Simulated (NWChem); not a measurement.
System: CH8N2Si; SMILES CN[SiH2]N

NWChem input:

```
start job
memory heap 200 mb stack 900 mb global 1100 mb
geometry units angstroms noautoz
  C      0.023825    -2.213308     0.155957
  N      0.467829    -0.896007    -0.252970
  Si    -0.447736     0.578728    -0.172623
  N      0.687639     1.882381     0.015507
  H      0.832462    -2.784625     0.665382
  H     -0.353165    -2.849858    -0.680600
  H     -0.808475    -2.115765     0.883599
  H      1.284611    -0.898547    -0.869582
  H     -1.239279     1.003223    -1.391793
  H     -1.442890     0.303739     0.934501
  H      1.271841     1.944450     0.852459
  H      0.439964     2.810771    -0.333136
end
basis spherical
  * library 3-21g
end
dft
  xc pbe0
  iterations 150
  mulliken
end
task dft energy
```

Output (shortened):

```
             Northwest Computational Chemistry Package (NWChem) 7.3.0
             --------------------------------------------------------

 C1  symmetry detected

                             Geometry "geometry" -> ""
                             -------------------------

 Output coordinates in angstroms (scale by  1.889725989 to convert to a.u.)

  No.       Tag          Charge          X              Y              Z
 ---- ---------------- ---------- -------------- -------------- --------------
    1 C                    6.0000     0.07959340    -2.19784442     0.15748534
    2 N                    7.0000     0.43523577    -0.85234587    -0.24599319
    3 Si                  14.0000    -0.52293059     0.58173348    -0.03411620
    4 N                    7.0000     0.57599248     1.92338735     0.09360787
    5 H                    1.0000     0.95211869    -2.75139810     0.57232108
    6 H                    1.0000    -0.34881559    -2.82376488    -0.66216963
    7 H                    1.0000    -0.68544382    -2.15517148     0.96035388
    8 H                    1.0000     1.19151256    -0.80404922    -0.93378858
    9 H                    1.0000    -1.43816282     1.01041132    -1.16181168
   10 H                    1.0000    -1.40143548     0.23457784     1.14884031
   11 H                    1.0000     1.23185077     1.98377327     0.87580774
   12 H                    1.0000     0.26324572     2.85112861    -0.20014109

 Effective nuclear repulsion energy (a.u.)     176.4734120376

                                 NWChem DFT Module
                                 -----------------

 Summary of "ao basis" -> "ao basis" (spherical)
 ------------------------------------------------------------------------------
       Tag                 Description            Shells   Functions and Types
 ---------------- ------------------------------  ------  ---------------------
 C                           3-21g                   5        9   3s2p
 N                           3-21g                   5        9   3s2p
 Si                          3-21g                   7       13   4s3p
 H                           3-21g                   2        2   2s

            General Information
            -------------------
          SCF calculation type: DFT
          Wavefunction type:  closed shell.
          No. of atoms     :    12
          No. of electrons :    42
           Alpha electrons :    21
            Beta electrons :    21
          Charge           :     0
          Spin multiplicity:     1
          Use of symmetry is: off; symmetry adaption is: off
          Maximum number of iterations: 150
          AO basis - number of functions:    56
                     number of shells:    38
          Convergence on energy requested:  1.00D-06
          Convergence on density requested:  1.00D-05
          Convergence on gradient requested:  5.00D-04

              XC Information
              --------------
                         PBE0 Method XC Functional
                     Hartree-Fock (Exact) Exchange  0.250
          PerdewBurkeErnzerhof Exchange Functional  0.750
            Perdew 1991 LDA Correlation Functional  1.000 local
           PerdewBurkeErnz. Correlation Functional  1.000 non-local

             Grid Information
             ----------------
          Grid used for XC integration:  medium
          Radial quadrature: Mura-Knowles
          Angular quadrature: Lebedev.
          Tag              B.-S. Rad. Rad. Pts. Rad. Cut. Ang. Pts.
          ---              ---------- --------- --------- ---------
          C                   0.70       49          12.0       434
          N                   0.65       49          11.0       434
          Si                  1.10       88          10.0       590
          H                   0.35       45          12.0       434
          Grid pruning is: on
          Number of quadrature shells:   595
          Spatial weights used:  Erf1

      Superposition of Atomic Density Guess
      -------------------------------------

 Sum of atomic energies:        -436.79329001

      Non-variational initial energy
      ------------------------------

 Total energy =    -438.808498
 1-e energy   =    -950.599175
 2-e energy   =     335.317264
 HOMO         =      -0.266539
 LUMO         =       0.103352

     ---------------------------------------------
      Total Density - Mulliken Population Analysis
     ---------------------------------------------

    Atom       Charge   Shell Charges
 -----------   ------   -------------------------------------------------------
    1 C    6     6.39   1.99  0.39  1.47  1.06  1.47
    2 N    7     8.11   1.99  0.39  1.91  1.28  2.53
    3 Si  14    12.74   2.00  1.97  5.86  0.67  1.20  0.47  0.58
    4 N    7     8.25   1.99  0.40  1.95  1.30  2.62
    5 H    1     0.79   0.43  0.36
    6 H    1     0.80   0.43  0.37
    7 H    1     0.78   0.42  0.36
    8 H    1     0.60   0.36  0.24
    9 H    1     1.18   0.41  0.77
   10 H    1     1.18   0.41  0.77
   11 H    1     0.60   0.36  0.24
   12 H    1     0.59   0.36  0.23

   convergence    iter        energy       DeltaE   RMS-Dens  Diis-err
 ---------------- ----- ----------------- --------- --------- ---------
 d= 0,ls=0.0,diis     1   -439.2204944331 -6.16D+02  1.58D-02  4.92D-01
 d= 0,ls=0.0,diis     2   -439.2332727011 -1.28D-02  9.45D-03  3.62D-01
 d= 0,ls=0.0,diis     3   -439.2692313809 -3.60D-02  2.31D-03  3.43D-02
 d= 0,ls=0.0,diis     4   -439.2728089106 -3.58D-03  2.90D-04  3.43D-04
 d= 0,ls=0.0,diis     5   -439.2728538189 -4.49D-05  8.24D-05  2.51D-05
  Resetting Diis
 d= 0,ls=0.0,diis     6   -439.2728568016 -2.98D-06  2.34D-05  2.18D-06
 d= 0,ls=0.0,diis     7   -439.2728570675 -2.66D-07  1.30D-05  2.24D-07
 d= 0,ls=0.0,diis     8   -439.2728570423  2.51D-08  7.85D-06  4.64D-07

         Total DFT energy =     -439.272857042325
      One electron energy =     -954.207273396382
           Coulomb energy =      381.225942529270
    Exchange-Corr. energy =      -42.764938212862
 Nuclear repulsion energy =      176.473412037649

 Numeric. integr. density =       41.999991891598

                       DFT Final Molecular Orbital Analysis
                       ------------------------------------

 Vector   19  Occ=2.000000D+00  E=-3.394117D-01
              MO Center= -8.3D-01,  5.8D-01, -1.2D-01, r^2= 3.0D+00
   Bfn.  Coefficient  Atom+Function         Bfn.  Coefficient  Atom+Function
  ----- ------------  ---------------      ----- ------------  ---------------
    27      0.321067   3 Si pz               50     -0.312557   9 H  s
    52      0.259773  10 H  s                49     -0.204222   9 H  s
    51      0.174956  10 H  s                23     -0.165482   3 Si pz
    31      0.164573   3 Si pz               38     -0.142065   4 N  px
    34     -0.129445   4 N  px               16      0.083743   2 N  px

 Vector   20  Occ=2.000000D+00  E=-2.451897D-01
              MO Center=  3.9D-01,  1.6D+00,  1.1D-01, r^2= 1.9D+00
   Bfn.  Coefficient  Atom+Function         Bfn.  Coefficient  Atom+Function
  ----- ------------  ---------------      ----- ------------  ---------------
    40      0.423419   4 N  pz               38     -0.358251   4 N  px
    52     -0.337226  10 H  s                36      0.329278   4 N  pz
    34     -0.280921   4 N  px               15      0.158514   2 N  s
    37     -0.147823   4 N  s                31      0.132878   3 Si pz
    51     -0.110938  10 H  s                39      0.108494   4 N  py

 Vector   21  Occ=2.000000D+00  E=-2.205267D-01
              MO Center=  2.4D-01, -8.8D-01, -2.3D-01, r^2= 2.3D+00
   Bfn.  Coefficient  Atom+Function         Bfn.  Coefficient  Atom+Function
  ----- ------------  ---------------      ----- ------------  ---------------
    18      0.440766   2 N  pz               14      0.341583   2 N  pz
    16      0.325671   2 N  px               50      0.316324   9 H  s
    12      0.252449   2 N  px               44      0.200907   6 H  s
    42     -0.156492   5 H  s                31      0.143163   3 Si pz
    37     -0.143547   4 N  s                43      0.128650   6 H  s

 Vector   22  Occ=0.000000D+00  E= 7.603482D-02
              MO Center= -5.6D-01,  6.5D-01,  3.1D-02, r^2= 4.6D+00
   Bfn.  Coefficient  Atom+Function         Bfn.  Coefficient  Atom+Function
  ----- ------------  ---------------      ----- ------------  ---------------
    30      1.059356   3 Si py               37     -0.852695   4 N  s
     6      0.527815   1 C  s                15      0.482005   2 N  s
    31      0.303214   3 Si pz               38      0.260482   4 N  px
    44     -0.235952   6 H  s                26      0.204435   3 Si py
    16     -0.196845   2 N  px               29      0.177823   3 Si px

 Vector   23  Occ=0.000000D+00  E= 1.050740D-01
              MO Center=  3.1D-01,  6.7D-01, -5.0D-02, r^2= 4.8D+00
   Bfn.  Coefficient  Atom+Function         Bfn.  Coefficient  Atom+Function
  ----- ------------  ---------------      ----- ------------  ---------------
    15      1.003574   2 N  s                37      0.919449   4 N  s
    29     -0.875653   3 Si px               56     -0.507720  12 H  s
    28     -0.375266   3 Si s                54     -0.324970  11 H  s
    30      0.304515   3 Si py               48     -0.244938   8 H  s
     8     -0.213359   1 C  py               50     -0.210421   9 H  s

[...]
```

Level: PBE0/3-21G. All runs use the structure optimised with PBE-D3(BJ)/def2-SVP.
